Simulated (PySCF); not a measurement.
Spectroscopy problems

- GFN2-xTB geometry
- σ from GIAO-PBE0/pcSseg-1
- program: PySCF 2.14.0 with density-fitted response routines
- one averaged value for each set of equivalent atoms, a single conformation, non-relativistic, in vacuum

References, each an isolated molecule treated in the same way: 1H (σref 31.72), 13C (σref 186.93) vs TMS. Where no couplings were computed, multiplicities follow the n + 1 count of equivalent neighbours, and m marks all less simple cases (inequivalent or close neighbours, rings, F or P nearby). Shifts are as computed. Against solution values, carbons near 30 ppm lie about +3 ppm off and those near 130 ppm about +5 ppm. Of 1211 compounds with measured shifts, 218 miss one by over three times the rms of a fit or turn the order of signals round; such compounds aren't used in these exercises. OH and NH positions are gas-phase values without hydrogen bonding to other molecules.

(1) C$_{5}$H$_{12}$OSi$_{2}$. 1H NMR (600 MHz, computed): δ 5.26 (m, 1H), 5.22 (m, 1H), 5.14 (q, 1H), 2.07 (s, 3H), 0.39 (m, 3H), 0.30 (d, 3H). 13C{1H} NMR (computed): δ 111.0 (C), 88.7 (C), 5.9 (CH3), 3.0 (CH3), 0.3 (CH3). Identify the compound.

(2) C$_{9}$H$_{11}$N. 1H NMR (400 MHz, computed): δ 7.40 (m, 1H), 7.32 (m, 1H), 6.85 (m, 1H), 6.57 (d, 1H), 6.35 (s, 1H), 6.12 (m, 1H), 5.54 (m, 1H), 3.10 (br s, 1H), 2.95 (s, 3H). 13C{1H} NMR (computed): δ 154.3 (C), 146.4 (CH), 143.5 (C), 134.8 (CH), 119.0 (CH2), 118.4 (CH), 116.5 (CH), 114.1 (CH), 32.1 (CH3). What is it?

Answers

(1) SMILES C[SiH2]O[Si@H](C#CC)C. The formula gives 2 degrees of unsaturation (no ring in the answer). 5 carbon signals for 5 carbons: no two carbons are equivalent. Carbon types of the structure: 2 × C, 3 × CH3, leaving 3 H on heteroatoms. δC 111.0, 88.7: alkyne carbon. δC 5.9: propargylic methyl carbon; a saturated carbon with 1 carbon neighbour and no heteroatom attached. δC 3.0, 0.3: methyl carbon bonded to Si; an electropositive neighbour leaves it electron-rich and shielded. δH 0.39, 0.30: hydrogen on a methyl carbon bonded to Si; an electropositive neighbour shields it, as in TMS itself.

This is the structure that produced the data.

(2) SMILES C1=CC(C=C)=CC(NC)=C1. The formula gives 5 degrees of unsaturation (1 ring in the answer). 9 carbon signals for 9 carbons: no two carbons are equivalent. Carbon types of the structure: 2 × C, 5 × CH, 1 × CH2, 1 × CH3, leaving 1 H on heteroatoms. δC 154.3: aromatic carbon bearing nitrogen; the electronegative substituent deshields the carbon that carries it. δC 146.4: alkene CH; as expected for a trigonal carbon in a double bond. δC 134.8, 118.4, 116.5, 114.1: aromatic CH. δC 119.0: terminal =CH2 carbon; the olefinic region.

The data come from this structure; uniqueness wasn't tested.
